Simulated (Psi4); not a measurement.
methylsilane (CH6Si), singlet, geometry from GFN2-xTB. Base run: CCSD(T)/cc-pVDZ (Psi4).

Psi4 was given this input:
```
memory 2 GB

molecule {
0 1
C    -0.01298196    0.00392095   -1.25022897
Si    0.00669850   -0.00202315    0.64510011
H    -0.01147190   -1.00712268   -1.64830101
H    -0.89650587    0.50641306   -1.63436438
H     0.85673226    0.51618733   -1.65253877
H     0.00413621    1.37681588    1.13946736
H    -1.17977102   -0.70041180    1.14524608
H     1.21099302   -0.68708334    1.12046299
}

set {
  basis cc-pvdz
  freeze_core true
}

energy('ccsd(t)')
print_variables()
```

The base run was repeated with changes; each row names its change, and settings that it needs were set with it.

| change | ΔE vs base (mEh) | MP2 correlation (Eh) | basis functions |
|---|---|---|---|
| base | 0.000 | -0.25867 | 62 |
| method = dlpno-mp2 | 50.023 | -0.25849 | 62 |
| method = ccsd | 6.957 | -0.25867 | 62 |
| method = mp2 | 50.005 | -0.25850 | 62 |
| method = mp3 | (withheld) | -0.25850 | 62 |
| method = fno-ccsd(t) | 0.000 | -0.25867 | 62 |
| method = mp4 | (withheld) | -0.25867 | 62 |
| method = qcisd(t) | -0.088 | -0.25867 | 62 |

**Question.** Fill in the missing entries.

**Answer.** 
- method = mp3, ΔE vs base (mEh): 13.449
- method = mp4, ΔE vs base (mEh): 2.139
